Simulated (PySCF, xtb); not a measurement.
B(Me)(OMe)(SiH3) (C2H9BOSi), SMILES COB(C)[SiH3]. One conformer was computed; it need not be the lowest.

Harmonic wavenumbers (cm⁻¹) from GFN2-xTB run with xtb 6.7.1 at its own minimum, in rising order: 56, 76, 90, 174, 204, 233, 288, 415, 508, 518, 527, 822, 828, 833, 838, 849, 1030, 1062, 1132, 1141, 1323, 1388, 1416, 1468, 1475, 1495, 1498, 2158, 2174, 2227, 2949, 2970, 2982, 3006, 3021, 3037.

Q: What does B3LYP-D3(BJ)/def2-SVP run with PySCF give at its own minimum? (An estimate is asked for; the answer gives what the named calculation found.)

A: 54, 80, 98, 178, 195, 246, 312, 403, 503, 559, 572, 807, 848, 897, 947, 957, 1058, 1076, 1180, 1183, 1315, 1375, 1431, 1434, 1462, 1479, 1500, 2179, 2181, 2204, 3012, 3019, 3076, 3107, 3117, 3118. Paired by order, the mean absolute difference is 35 cm⁻¹ and the zero-point energies are 66.1 and 67.4 kcal/mol.
